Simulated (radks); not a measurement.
Values are calculated unless marked as measured or tabulated.
Gd2+, 62 electrons, occupied as [Kr] 4d10 4f7 5s2 5p5.75 5d1 6d0.25 (fractional occupations, a model configuration). Level of theory: non-relativistic Kohn-Sham, LDA (Slater exchange, Perdew-Wang correlation), spin-polarised, spherical densities, point nucleus; open shells are filled with parallel spins first (spin-orbit coupling, left out, can overturn this in heavy ions); relativity is left out, which matters for an element this heavy (a radial shooting solver on a logarithmic mesh with Libxc functionals).

Local quantities along the radius. ELF = 1/(1 + alpha^2) is the electron localisation function; alpha = (tau - tau_W)/tau_unif compares the Pauli kinetic energy density with that of the uniform gas (summed over spins).

r (bohr)	ELF	alpha
0.002041	0.999	0.02609
0.002396	0.999	0.02773
0.002811	0.999	0.02979
0.003299	0.999	0.03242
0.003872	0.999	0.03580
0.004543	0.998	0.04022
0.005332	0.998	0.04612
0.006257	0.997	0.05416
0.007342	0.996	0.06539
0.008616	0.993	0.08152
0.01019	0.989	0.1069
0.01196	0.980	0.1443
0.01404	0.960	0.2037
0.01647	0.917	0.3000
0.01933	0.827	0.4574
0.02268	0.669	0.7034
0.02662	0.482	1.037
0.03124	0.354	1.351
0.03666	0.326	1.437
0.04302	0.398	1.229
0.05048	0.540	0.9231
0.05924	0.670	0.7017
0.06952	0.727	0.6124
0.08159	0.696	0.6605
0.09574	0.569	0.8697
0.1124	0.410	1.200
0.1319	0.358	1.340
0.1547	0.461	1.082
0.1816	0.633	0.7606
0.2131	0.730	0.6087
0.2501	0.691	0.6689
0.2934	0.459	1.086
0.3444	0.240	1.779
0.4041	0.314	1.478
0.4742	0.594	0.8266
0.5565	0.734	0.6018
0.6531	0.712	0.6365
0.7664	0.559	0.8882
0.8994	0.356	1.344
1.055	0.300	1.528
1.239	0.437	1.135
1.453	0.620	0.7824
1.719	0.680	0.6866
2.018	0.597	0.8209
2.368	0.389	1.254
2.779	0.155	2.331
3.261	0.036	5.151
3.826	0.007	11.78
4.49	0.004	15.36
5.269	0.009	10.69
6.184	0.015	8.151
7.257	0.014	8.524
8.516	0.007	11.75
9.993	0.002	21.15
11.73	0.000	50.62
13.76	0.000	166.3

On this mesh the ELF has minima near r = 0.037, 0.13, 0.34, 1.1 bohr, which separate the shells, and maxima near 0.070 (0.73), 0.21 (0.73), 0.56 (0.73), 1.7 (0.68).
